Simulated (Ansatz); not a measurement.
```xyz
10

C     0.892    1.672   -1.599
C     0.577    0.945   -0.690
Ge    0.067   -0.219    0.737
N    -0.086   -1.980    0.285
S    -1.971    0.391    1.357
H     1.171    2.314   -2.403
H     1.110   -0.118    1.855
H     0.793   -2.457    0.139
H    -0.701   -2.159   -0.496
H    -1.852    1.613    0.815
```

The species carries charge 0 and has multiplicity 1.

(1) List the B3LYP/def2-TZVPP orbital energies in eV (Ansatz 0.2.0). (An estimate is asked.)

Answers

(1) The calculation gave: Occupied: -10851.05, -2417.79, -1355.35, -1206.27, -1206.25, -1206.24, -389.33, -277.18, -276.91, -215.81, -169.94, -160.36, -160.29, -160.16, -120.23, -120.18, -120.16, -33.81, -33.79, -33.75, -33.70, -33.69, -23.23, -20.65, -19.85, -15.79, -14.54, -13.45, -11.92, -10.76, -10.27, -9.30, -8.27, -8.02, -7.49, -7.15. Lowest empty: -0.60, -0.28, 0.27, 0.57, 1.22, 1.75, 2.23, 2.38.

B3LYP here is the variant with VWN-RPA as its local correlation; programs differ in this.
